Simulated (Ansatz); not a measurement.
Tl3⁺, relaxed as a triplet with UKS PBE-D4/def2-SVP in Ansatz, starting from the PBE-D4/def2-SVP geometry of the charge +1 singlet. Force threshold 0.02 eV/Å.

In the def2 sets Tl takes a core potential; there is no spin–orbit coupling. The structure comes from a short search, and lower isomers may exist.

Start:

Cartesian coordinates in Å:
```
Tl 0.7139 -1.3605 1.5006
Tl 0.3816 -0.3949 -2.0762
Tl -1.0955 1.7554 0.5756
```

**Question.** Estimate the energy that the relaxation releases and the steps that it takes.

**Answer.** 5.5 kcal/mol, in 9 steps; 21 s on 4 threads of Arm Neoverse V1 on a shared host. The force fell under the threshold at step 8, but the optimiser went on. No frequencies were taken in this run, so the end may be a saddle point.

**Question.** Does the start keep its bonding and symmetry?

**Answer.** Bonds formed: Tl1–Tl2, Tl2–Tl3 (atoms count from 1). Point group D3h at the start, C2v at the end, both within 0.05 Å.

**Question.** Predict the relaxed structure.

**Answer.** 
Cartesian coordinates in Å:
```
Tl 1.118 -2.016 1.366
Tl 0.267 -0.276 -1.453
Tl -1.384 2.292 0.087
```
Bond lengths (bridged metal pairs left out): 2 × Tl–Tl 3.42 Å.
